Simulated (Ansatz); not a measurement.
Geometry optimisation, RKS BLYP/def2-SVP in Ansatz 0.2.0.

input.yaml

```yaml
crystal:
  periodic: [false, false, false]
  atoms:
    - { symbol: C, position_ang: [-1.296, -0.5468, -0.937] }
    - { symbol: Si, position_ang: [-0.1389, -0.8389, 0.4151] }
    - { symbol: C, position_ang: [0.9804, 0.6067, 0.6763] }
    - { symbol: O, position_ang: [1.866, 1.0674, -0.4135] }
    - { symbol: F, position_ang: [0.2762, 1.6859, 1.0266] }
    - { symbol: H, position_ang: [-0.828, -0.2992, -1.8965] }
    - { symbol: H, position_ang: [-1.9885, -1.3515, -1.0915] }
    - { symbol: H, position_ang: [-1.9208, 0.3917, -0.7298] }
    - { symbol: H, position_ang: [0.6381, -2.0527, 0.132] }
    - { symbol: H, position_ang: [-0.8874, -1.1441, 1.6866] }
    - { symbol: H, position_ang: [1.6865, 0.3958, 1.539] }
    - { symbol: H, position_ang: [1.6893, 2.0304, -0.3732] }
basis:
  gaussian: { orbitals: def2-SVP }
hamiltonian:
  xc: blyp
relax:
  f_tol: 0.015
  max_steps: 40
```

Command:

```bash
$ ansatz run input.yaml --threads 2 --pin off --max-ram 3072MiB --backend cpu --events-out ev --progress --plain --runs-dir out
```

Problem. Where does it end, and by what steps?

Solution. The run converged. After 9 steps the energy has fallen by 0.686 eV; H12 moved furthest, 0.57 Å.

```tsv
step	energy less start (eV)	largest force component (eV/Å)	accepted
0	0.0000	3.883	yes
1	-0.4153	1.725	yes
2	-0.5412	0.785	yes
3	-0.6197	0.655	yes
4	-0.5141	2.490	no
5	-0.6637	0.159	yes
6	-0.6799	0.153	yes
7	-0.6852	0.077	yes
8	-0.6856	0.057	yes
9	-0.6859	0.010	yes
```

```xyz
12
Properties=species:S:1:pos:R:3
C -1.370 -0.511 -0.964
Si -0.127 -0.880 0.414
C 0.956 0.696 0.709
O 1.575 1.037 -0.494
F 0.069 1.735 1.127
H -0.838 -0.271 -1.906
H -2.041 -1.374 -1.148
H -1.990 0.365 -0.687
H 0.776 -2.028 0.061
H -0.819 -1.195 1.709
H 1.691 0.593 1.545
H 2.194 1.778 -0.333
```

The run took 15 s on 2 threads of Intel(R) Xeon(R) 6975P-C (Granite Rapids), on a shared host, peak memory 0.16 GiB.
